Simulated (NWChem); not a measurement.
# AgH2OCl; SMILES [OH2]->[Ag][Cl]

def2 effective core potentials on Ag; no spin-orbit coupling.

Question: Give the equilibrium geometry at PBE0/def2-SVP with def2 effective core potentials on Ag (NWChem) as an XYZ file, with the point group.

Answer: point group Cs; any orientation.
```
5

Ag     0.0023     0.2981    -0.0747
Cl    -0.0020    -1.9793     0.0632
O      0.0043     2.5135    -0.1670
H      0.7724     2.9520     0.2182
H     -0.7655     2.9480     0.2194
```
